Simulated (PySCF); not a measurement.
# Working out the ionisation energy of Cu

Cu [Ar] 3d10 4s1 (2S) → Cu⁺ [Ar] 3d10 (1S). Calculation: PySCF 2.14, in x2c-TZVPPall (6s5p4d2f1g, 64 functions); the spin-free X2C one-electron Hamiltonian (Gaussian nucleus). Frozen: [Ar]. Energies in hartree (1 hartree = 27.21139 eV):

```csv
part,Cu (lower),Cu⁺ (upper)
UHF,-1653.132680,-1652.890205
CCSD correlation,-0.423425,-0.395025
(T),-0.017692,-0.013216
```

Task: What does Hartree-Fock give?

Result: (-1652.890205) − (-1653.132680) = 0.242475 hartree = 6.598 eV.

Task: What do CCSD and CCSD(T) give?

Result: The CCSD correlation energies differ by 0.028400 hartree = 0.773 eV and the triples by 0.004476 hartree = 0.122 eV, so CCSD gives 7.371 eV and CCSD(T) 7.493 eV.

Measured between the centres of the two terms (NIST): 7.726 eV, so CCSD(T) (valence) is off by -0.233 eV.

What remains against the reference includes basis incompleteness, the frozen core and higher excitations.
